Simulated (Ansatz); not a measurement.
Stepwise reaction of `C[NH][GeH2][NH]C` with hydrogen, as a gas-phase model of exchange steps in deposition or etching. ΔE in kJ/mol.

Computed with Ansatz on PBE0-D4/def2-TZVP structures; ΔE is electronic, products minus reactants. CCSD(T)/CBS is the MP2 limit (def2-TZVPP, def2-QZVPP) plus CCSD(T) − MP2 in def2-TZVPP, frozen cores. This one scheme is used for every species. DFT in def2-TZVPP. B3LYP here is the variant with VWN-RPA as its local correlation; programs differ in this. For Ge outer-core shells are correlated without core-valence functions, which leaves a few kJ/mol of doubt a bond. Scalar relativity is left out up to krypton. One conformer a species, not always the lowest.

```csv
step,reaction,PBE-D4,B3LYP-D4,ωB97M-V,CCSD(T)/CBS
1,`C[NH][GeH2][NH]C` + H₂ → `C[NH][GeH3]` + CH₃NH₂,-4.4,-3.5,-4.4,-0.5
2,`C[NH][GeH3]` + H₂ → GeH₄ + CH₃NH₂,-24.9,-24.7,-25.5,-21.0
```

Problem. By hand: ΔE of the 2 steps together at CCSD(T)/CBS.

Solution. (-0.5) + (-21.0) = -21.5 kJ/mol, or -10.8 kJ/mol a step.

In ΔE each step is lower than the one before. PBE-D4 differs from CCSD(T)/CBS by -3.9 to -3.9 kJ/mol a step. Isolated molecules leave out the surface, adducts and barriers. Largest T1 diagnostic: 0.012.
